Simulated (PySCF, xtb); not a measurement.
Pb(H)(SH) (H2PbS), SMILES [SH][PbH] (connectivity only; charge and spin as stated), neutral, multiplicity 1.

Harmonic wavenumbers (cm⁻¹) from xtb with GFN2-xTB at its own minimum, in rising order: 300, 393, 453, 648, 1562, 2455.

What does PBE0-D3(BJ)/def2-TZVP (PySCF) give at its own minimum? (Estimate from the structure and the level; the computed values follow.)

312, 449, 465, 697, 1627, 2708. Paired by order, the mean absolute difference is 75 cm⁻¹ and the zero-point energies are 8.3 and 8.9 kcal/mol.
